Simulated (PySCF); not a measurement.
Species: `Cc1oc(C#N)cp1`. The columns A, B, C and D hold Mulliken, IAO, Hirshfeld and ESP-fitted charges (e) of one PBE0/pcSseg-1 density (PySCF), in a shuffled order. Coordinates in Å (GFN2-xTB); the density's dipole moment is (-3.36, -1.92, -0.48) D.

```json
{"atom": "C1", "x": "-2.244", "y": "0.033", "z": "-0.048", "A": "-0.118", "B": "-0.712", "C": "-0.434", "D": "-0.165"}
{"atom": "C2", "x": "-0.793", "y": "-0.296", "z": "-0.088", "A": "+0.039", "B": "+0.344", "C": "-0.012", "D": "-0.254"}
{"atom": "O3", "x": "0.050", "y": "0.713", "z": "0.147", "A": "-0.035", "B": "-0.059", "C": "-0.196", "D": "-0.336"}
{"atom": "C4", "x": "1.331", "y": "0.307", "z": "0.094", "A": "+0.065", "B": "-0.168", "C": "+0.122", "D": "+0.270"}
{"atom": "C5", "x": "2.355", "y": "1.244", "z": "0.318", "A": "+0.069", "B": "+0.430", "C": "+0.133", "D": "+0.105"}
{"atom": "N6", "x": "3.217", "y": "1.980", "z": "0.493", "A": "-0.200", "B": "-0.436", "C": "-0.216", "D": "-0.225"}
{"atom": "C7", "x": "1.501", "y": "-1.025", "z": "-0.184", "A": "-0.116", "B": "-0.111", "C": "-0.387", "D": "-0.391"}
{"atom": "P8", "x": "-0.051", "y": "-1.825", "z": "-0.394", "A": "+0.058", "B": "-0.138", "C": "+0.292", "D": "+0.428"}
{"atom": "H9", "x": "-2.479", "y": "0.811", "z": "-0.775", "A": "+0.058", "B": "+0.213", "C": "+0.170", "D": "+0.149"}
{"atom": "H10", "x": "-2.829", "y": "-0.855", "z": "-0.269", "A": "+0.058", "B": "+0.233", "C": "+0.168", "D": "+0.136"}
{"atom": "H11", "x": "-2.520", "y": "0.408", "z": "0.938", "A": "+0.058", "B": "+0.213", "C": "+0.170", "D": "+0.149"}
{"atom": "H12", "x": "2.463", "y": "-1.496", "z": "-0.259", "A": "+0.065", "B": "+0.191", "C": "+0.190", "D": "+0.133"}
```

Problem. Which column most likely holds the ESP-fitted charges?

Solution. B. Σ q r misses the density's dipole by 0.04 D (B), 0.32 D (A), 1.63 D (C), 2.86 D (D). Charges fitted to the outside potential are the only set here that is tied to the molecule's multipoles.

Problem. And the Hirshfeld charges?

Solution. A. The mean sizes are 0.078 e (A), 0.207 e (C), 0.229 e (D), 0.271 e (B), and Hirshfeld charges are commonly the smallest of these schemes.

As computed, A = Hirshfeld, B = ESP-fitted, C = IAO, D = Mulliken. Hydrogens on carbon: Hirshfeld +0.06 to +0.06, ESP-fitted +0.19 to +0.23, IAO +0.17 to +0.19, Mulliken +0.13 to +0.15 e.

The Hirshfeld scheme divides the density at each point in proportion to the densities of the neutral, spherically averaged free atoms. The IAO scheme counts the electrons in orthogonalised intrinsic atomic orbitals, a minimal basis polarised so that it spans the occupied orbitals exactly.

Isolated species at its GFN2-xTB geometry, gas phase.
